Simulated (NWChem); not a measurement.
CHAgO2; SMILES [OH][Ag]<-[C-]#[O+]

```xyz
5

Ag    -0.0033     0.2648     0.0000
O     -0.0682     2.2195     0.0000
H      0.8100     2.6154     0.0000
O      0.0001    -2.8280     0.0000
C     -0.0185    -1.6990     0.0000
```
Atoms are numbered in this order, from 1.

Program: NWChem. Medium grid unless said otherwise, to which SCAN and Minnesota functionals are sensitive. All runs use the structure optimised with PBE0/def2-SVP. def2 effective core potentials on Ag; no spin-orbit coupling. Total energies of different functionals are on different scales.

| level | energy (Ha) | highest occupied level (eV) | orbital gap (eV) | dipole (D) |
|---|---|---|---|---|
| B3LYP/def2-SVP | -336.0110 | -6.48 | 4.03 | 3.71 |
| PBE/def2-SVP | -335.7812 | -5.47 | 2.40 | 3.04 |
| LRC-wPBEh/def2-SVP | -335.7774 | -8.44 | 7.90 | 4.16 |
| BLYP/def2-SVP | -335.9078 | -5.35 | 2.41 | 3.01 |
| B3PW91/def2-SVP | -335.9689 | -6.47 | 4.03 | 3.77 |
| MPW1K/def2-SVP | -335.9130 | [?] | [?] | [?] |
| SCAN/def2-SVP | -335.9348 | -5.73 | 2.72 | 3.22 |
| MN15-L/def2-SVP | -335.2356 | -5.88 | 3.18 | 3.39 |
| CAM-B3LYP/def2-SVP | -335.8549 | -8.00 | 6.88 | 4.17 |

**Question.** What belongs in the gaps?

**Answer.** 
- MPW1K/def2-SVP, highest occupied level (eV): -7.71
- MPW1K/def2-SVP, orbital gap (eV): 6.09
- MPW1K/def2-SVP, dipole (D): 4.40
